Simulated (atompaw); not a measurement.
**Pseudopotential generation for Ga (Z = 31): PAW (atompaw), LDA (PW92), scalar-relativistic.**

Ga (Z = 31), PAW, made with atompaw 4.2.0.5 (LDA (PW92), scalar-relativistic). Core [Ar] 3d10, reference 4s2 4p0 (charge +1). Waves: 4s (bound): rc 2.60 bohr; 4s channel at 2.8 Ry: rc 2.60 bohr; 4p (bound, empty): rc 2.60 bohr; 4p channel at -0.1 Ry: rc 2.60 bohr. Local part: bessel scheme, radius 2.00 bohr. Core correction: smooth core density matched at 1.70 bohr. Augmentation charge: sinc compensation charge, radius 2.50 bohr; PAW radius 2.60 bohr; waves and projectors: modrrkj vanderbiltortho.

All-electron outer shells of the reference configuration (LDA (PW92), scalar-relativistic, ld1.x):

```csv
shell,level (eV),outermost node (bohr),outermost maximum (bohr)
4s,-16.65,0.81,1.85
4p,-9.30,0.87,2.29
```

Question: Does this generation succeed?

Answer: No. atompaw 4.2.0.5 stopped with "atompaw: The overlap operator has at least one negative eigenvalue!": the overlap operator built from these waves and projectors is not positive definite.
